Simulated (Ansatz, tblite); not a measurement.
Removing an electron: B(OMe2)H3 (C₂H₉BO). Charge 0, multiplicity 1. Geometry: PBE-D4/def2-SVP. Ansatz, gas phase; energy differences of separate SCF runs; the oxidised species was run as a doublet alone.

| atom | x (Å) | y (Å) | z (Å) |
| --- | --- | --- | --- |
| B1 | -0.520 | 1.452 | -0.059 |
| O2 | -0.341 | -0.187 | -0.169 |
| C3 | -0.256 | -0.843 | 1.107 |
| C4 | 0.691 | -0.592 | -1.083 |
| H5 | -1.131 | -0.507 | 1.690 |
| H6 | 0.678 | -0.547 | 1.631 |
| H7 | -0.286 | -1.940 | 0.952 |
| H8 | 1.687 | -0.282 | -0.701 |
| H9 | 0.647 | -1.692 | -1.213 |
| H10 | 0.483 | -0.078 | -2.037 |
| H11 | -0.691 | 1.794 | -1.224 |
| H12 | 0.540 | 1.840 | 0.439 |
| H13 | -1.501 | 1.579 | 0.666 |

The xTB rows come from tblite.

| level | −HOMO (eV) | vertical IE (eV) | −LUMO (eV) | HOMO–LUMO gap (eV) |
| --- | --- | --- | --- | --- |
| GFN1-xTB | 10.86 | 14.57 | 4.30 | 6.56 |
| GFN2-xTB | 10.11 | 13.55 | 1.83 | 8.28 |
| PBE-D4/def2-TZVP | 6.42 | 9.88 | 0.28 | 6.14 |
| r2SCAN-D4/def2-TZVP | 6.73 | 10.00 | -0.21 | 6.94 |
| PBE0-D4/def2-TZVP | 7.80 | 10.21 | -0.65 | 8.45 |

 Raw xTB energy differences between charge states are shifted by several eV; the methods need an empirical correction for them.
